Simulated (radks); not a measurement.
Species: the tungsten ion W3+. Configuration: [Xe] 4f14 5d2 5f1 (not the ground configuration). Calculated with a radial shooting solver on a logarithmic mesh with Libxc functionals: Dirac Kohn-Sham, PBEsol, spin-unpolarised, spherical densities, finite nucleus; open shells are shared between the two j in proportion to 2j + 1; Fermi nuclear charge, rms radius 5.3658 fm.

Spin-orbit splittings of the eigenvalues, e(l+1/2) - e(l-1/2), with zeta = 2 splitting/(2l+1) and mean radii in bohr:

| shell | occ. | splitting (eV) | zeta (eV) | <r> j=l-1/2 | <r> j=l+1/2 |
|---|---|---|---|---|---|
| 2p | 6 | 1352 | 901.3 | 0.06366 | 0.07162 |
| 3p | 6 | 292.3 | 194.9 | 0.1906 | 0.2054 |
| 3d | 10 | 63.60 | 25.44 | 0.1797 | 0.1842 |
| 4p | 6 | 67.82 | 45.21 | 0.4547 | 0.4880 |
| 4d | 10 | 12.50 | 4.999 | 0.5049 | 0.5163 |
| 4f | 14 | 2.246 | 0.6418 | 0.6002 | 0.6095 |
| 5p | 6 | 10.24 | 6.826 | 1.159 | 1.252 |
| 5d | 2 | 1.069 | 0.4276 | 1.658 | 1.699 |
| 5f | 1 | 0.02756 | 0.007875 | 3.968 | 3.984 |
